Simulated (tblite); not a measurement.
Isomers of C4H6F3O2P. Method: GFN2-xTB as coded in tblite; computed harmonic values from a numerical Hessian at the method's own geometry, unscaled. The method is semi-empirical: single wavenumbers can be off by several per cent or more. One conformer each.

Electronic energies: GFN2-xTB at the same geometries; isomer energies are rough at this level and their order can be wrong.

| SMILES | electronic energy, lowest = 0 (kJ/mol) |
| --- | --- |
| O=[P@@](O)(C1CC1)C(F)(F)F | 0.0 |
| C=C(C)[P@@](=O)(O)C(F)(F)F | 13.4 |
| C=C[P@](=O)(O)CC(F)(F)F | 4.8 |

Q: How do GFN2-xTB zero-point energies change the relative energies?

A: 
| SMILES | ZPE (kJ/mol) | of it from modes above 1550 cm⁻¹ | electronic (kJ/mol) | with ZPE, lowest = 0 (kJ/mol) | lowest mode (cm⁻¹) | rings |
| --- | --- | --- | --- | --- | --- | --- |
| O=[P@@](O)(C1CC1)C(F)(F)F | 269.0 | 113.6 | 0.0 | 0.7 | 28 | 1 |
| C=C[P@](=O)(O)CC(F)(F)F | 263.4 | 122.7 | 4.8 | 0.0 | 47 | 0 |
| C=C(C)[P@@](=O)(O)C(F)(F)F | 263.5 | 122.8 | 13.4 | 8.7 | 29 | 0 |

The zero-point energies span 5.6 kJ/mol, from `C=C[P@](=O)(O)CC(F)(F)F` to `O=[P@@](O)(C1CC1)C(F)(F)F`. With it `C=C[P@](=O)(O)CC(F)(F)F` becomes the lowest.

Q: What do entropy and thermal enthalpy add at 298.15 K and 1 bar (rigid rotor, harmonic oscillator, one conformer each)?

A: 
| SMILES | point group | symmetry number | S (J/(mol K)) | H − H(0) (kJ/mol) | ZPE + H − H(0) − TS (kJ/mol) |
| --- | --- | --- | --- | --- | --- |
| O=[P@@](O)(C1CC1)C(F)(F)F | C1 | 1 | 446.7 | 32.16 | 167.9 |
| C=C[P@](=O)(O)CC(F)(F)F | C1 | 1 | 449.4 | 33.11 | 162.6 |
| C=C(C)[P@@](=O)(O)C(F)(F)F | C1 | 1 | 463.9 | 34.68 | 159.9 |
